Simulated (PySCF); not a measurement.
Molecule: SMILES COC(=O)CCO (C₄H₈O₃). Atoms near the plane z = 1.5 Å, at the GFN2-xTB optimised geometry (x, y, z in Å): C1 (1.3, 1.3, -0.1), O2 (0.6, 0.1, 0.0), C3 (-0.7, 0.1, 0.0), O4 (-1.4, 1.1, 0.0), C5 (-1.3, -1.4, 0.0), H9 (2.3, 1.1, 0.0), H10 (0.9, 2.0, 0.8), H11 (-2.3, -1.3, 0.2), H12 (-0.7, -2.0, 0.7).

Computed with PBE0/def2-TZVP (PySCF 2.14.0). The values are rescaled to run from 0 to 1.

```
|0000000000000000000000000|
|0000000000000000000000000|
|0000000000000000000000000|
|0000000000000000000000000|
|0000000000000000000000000|
|0000000000000122100000000|
|0000000000001377310000000|
|0000000011001499521000000|
|0000000122111377521000000|
|0000000233211244321000000|
|0000000233212232210000000|
|0000000122222332100000000|
|0000000112222332100000000|
|0000000112222221000000000|
|0000001223321110000000000|
|0000011234431000000000000|
|0000012346742000000000000|
|0000001247962000000000000|
|0000000135641000000000000|
|0000000012210000000000000|
|0000000000000000000000000|
|0000000000000000000000000|
|0000000000000000000000000|
|0000000000000000000000000|
|0000000000000000000000000|
```
Scale: ten equal steps from 0.000 (start of '0') to 1.00 (end of '9'), in the order '0123456789'; x runs from -4.50 to 4.50, y from -4.50 (bottom) to 4.50 (top).

Q: Which quantity is mapped?
(A) electrostatic potential
(B) log10 of the electron density
(C) an orbital amplitude
(D) Laplacian of the electron density

A: D, Laplacian of the electron density. In full: Laplacian of the electron density (e/bohr⁵).
